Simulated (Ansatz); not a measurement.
Molecular dynamics of LiMg₁₂

The input (input.yaml):

```yaml
accuracy: low
crystal:
  lattice:
    - [6.42, 0.0, 0.0]
    - [-4.815, 8.339825, 0.0]
    - [0.0, 0.0, 5.21304]
  atoms:
    - { symbol: Mg, position: [0.07915655, 0.04742066, -0.00035744] }
    - { symbol: Mg, position: [0.17253915, 0.25256958, 0.50234797] }
    - { symbol: Mg, position: [-0.04455504, 0.31198344, -0.00200328] }
    - { symbol: Mg, position: [0.17588206, 0.58019124, 0.40569343] }
    - { symbol: Mg, position: [-0.00804157, 0.67719183, -0.04014032] }
    - { symbol: Mg, position: [0.15455453, 0.89944427, 0.50285396] }
    - { symbol: Mg, position: [0.4983825, -0.01294792, 0.06362036] }
    - { symbol: Mg, position: [0.64432393, 0.22777799, 0.51470167] }
    - { symbol: Mg, position: [0.51777482, 0.35383178, 0.01154455] }
    - { symbol: Mg, position: [0.67900138, 0.5560465, 0.48703412] }
    - { symbol: Mg, position: [0.39893914, 0.60600369, -0.11894038] }
    - { symbol: Mg, position: [0.68425765, 0.92453778, 0.60489769] }
    - { symbol: Li, position: [0.71226701, 0.79204946, 0.18560357] }
basis:
  ecutwfc: 420.0
kpoints:
  mp_grid: { grid: [3, 2, 3] }
hamiltonian:
  xc: pbesol
scf:
  occupations: { method: fermi_dirac, width: 0.1 }
  lower_state_search: "off"
md:
  timestep: 1
  n_steps: 160
  ensemble: nve
  temperature: 2400.0
  initial_velocities: maxwell_boltzmann
  seed: 165469
```

Run as:

```bash
$ ansatz run input.yaml --threads 2 --pin off --max-ram 5120MiB --backend cpu --events-out ev --progress --plain --runs-dir out
```

It starts from a relaxed structure.

Output, in part (step lines):

```
md step     0: t =     0.00 fs  T =  2400.0 K  F+E_penalty+E_count = -23146.05435392 eV  E_kin = 3.722688 eV  conserved = -23142.33166595 eV  (7 SCF iters)
md step     1: t =     1.00 fs  T =  2397.5 K  F+E_penalty+E_count = -23146.05051973 eV  E_kin = 3.718864 eV  conserved = -23142.33165542 eV  (6 SCF iters)
md step     2: t =     2.00 fs  T =  2389.9 K  F+E_penalty+E_count = -23146.03861297 eV  E_kin = 3.706971 eV  conserved = -23142.33164179 eV  (6 SCF iters)
md step     3: t =     3.00 fs  T =  2377.1 K  F+E_penalty+E_count = -23146.01882390 eV  E_kin = 3.687199 eV  conserved = -23142.33162508 eV  (6 SCF iters)
md step     4: t =     4.00 fs  T =  2359.5 K  F+E_penalty+E_count = -23145.99139635 eV  E_kin = 3.659791 eV  conserved = -23142.33160541 eV  (6 SCF iters)
md step     5: t =     5.00 fs  T =  2337.0 K  F+E_penalty+E_count = -23145.95662633 eV  E_kin = 3.625044 eV  conserved = -23142.33158249 eV  (3 SCF iters)
md step     6: t =     6.00 fs  T =  2310.1 K  F+E_penalty+E_count = -23145.91486016 eV  E_kin = 3.583303 eV  conserved = -23142.33155670 eV  (3 SCF iters)
md step     7: t =     7.00 fs  T =  2279.0 K  F+E_penalty+E_count = -23145.86649216 eV  E_kin = 3.534964 eV  conserved = -23142.33152831 eV  (2 SCF iters)
[... lines left out ...]
md step   158: t =   158.00 fs  T =  1367.7 K  F+E_penalty+E_count = -23144.45273944 eV  E_kin = 2.121538 eV  conserved = -23142.33120134 eV  (2 SCF iters)
md step   159: t =   159.00 fs  T =  1346.1 K  F+E_penalty+E_count = -23144.41921659 eV  E_kin = 2.088037 eV  conserved = -23142.33117921 eV  (3 SCF iters)
md step   160: t =   160.00 fs  T =  1325.2 K  F+E_penalty+E_count = -23144.38671368 eV  E_kin = 2.055553 eV  conserved = -23142.33116064 eV  (6 SCF iters)
```

The steps, from the saved trajectory:

```tsv
time (fs)	T (K)	potential energy less start (eV)	conserved less start (meV/atom)
0	2400	0.000	0.00
5	2337	0.098	0.01
10	2163	0.368	0.02
15	1915	0.752	0.03
20	1642	1.177	0.05
25	1388	1.570	0.06
30	1186	1.884	0.06
35	1045	2.102	0.05
40	956	2.241	0.05
45	896	2.334	0.04
50	852	2.401	0.04
55	832	2.434	0.05
60	850	2.405	0.05
65	915	2.305	0.05
70	1014	2.150	0.04
75	1121	1.984	0.02
80	1195	1.870	0.01
85	1189	1.879	0.00
90	1094	2.026	0.02
95	977	2.207	0.05
100	938	2.268	0.05
105	985	2.194	0.02
110	1030	2.124	0.00
115	1012	2.153	0.01
120	970	2.218	0.04
125	997	2.177	0.06
130	1142	1.952	0.04
135	1349	1.630	0.01
140	1511	1.379	-0.01
145	1568	1.290	0.00
150	1530	1.350	0.02
155	1434	1.499	0.03
160	1325	1.668	0.04
```

The run went to its last step. The conserved energy stayed within 0.06 meV per atom of its start (net change 0.039 meV per atom), so the integration is sound. Over the second half the temperature averaged 0.50 of the 2400 K drawn at the start: a run that starts near a minimum puts about half its kinetic energy into the potential. A run of 0.16 ps of so small a system gives no equilibrium averages. Limits of this set-up: coarse k mesh, a small cell, in which the defect meets its images, a typed lattice constant that wasn't relaxed here, low accuracy level.

Mean squared displacements from the first frame to the last, about the centre of mass: Mg 0.20 Å², Li 0.32 Å².

Last frame:

```xyz
13
Lattice="6.4200 0.0000 0.0000 -4.8150 8.3398 0.0000 0.0000 0.0000 5.2130" Properties=species:S:1:pos:R:3
Mg -0.243 0.393 0.002
Mg -0.305 2.236 2.295
Mg -1.837 2.726 -0.223
Mg -1.456 4.952 2.389
Mg -3.147 5.409 -0.113
Mg -3.302 7.359 2.896
Mg 2.889 0.122 0.392
Mg 3.399 1.802 2.628
Mg 1.157 2.779 -0.263
Mg 2.291 4.223 2.707
Mg 0.043 5.287 -0.508
Mg -0.261 7.952 2.921
Li 0.863 6.592 1.522
```

Run time: 12 min on 2 threads of Intel(R) Xeon(R) Platinum 8488C (Sapphire Rapids), on a shared host, peak memory 0.85 GiB.
